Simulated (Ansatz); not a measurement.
Mulliken charges of ClF$_{2}$HNV, SMILES `[NH]=[V]([F])([F])[Cl]` from ωB97M-V/def2-TZVPP in Ansatz (PBE0-D4/def2-TZVP geometry).

```csv
atom,x (Å),y (Å),z (Å),charge (e)
N1,-0.811,0.382,0.745,-0.495
V2,0.295,-0.232,-0.218,1.184
F3,1.698,-0.576,0.720,-0.327
F4,-0.343,-1.662,-0.933,-0.327
Cl5,0.720,1.245,-1.714,-0.202
H6,-1.516,0.779,1.354,0.167
```

By hand: the dipole of these point charges (1 e Å = 4.8032 D).

Σ q r = (-0.091, 0.147, 0.015) e Å, of length 0.174 e Å = 0.84 D.

How does the dipole of the full density compare? (An estimate is asked.)

The calculation gave: (-0.371, 0.222, 0.312) e Å, 2.56 D; the point charges give 0.33 times that, at 40° from its direction.

Point charges leave out the atoms' own dipoles, such as those of lone pairs, and Mulliken's split depends on the basis, so the two needn't agree.
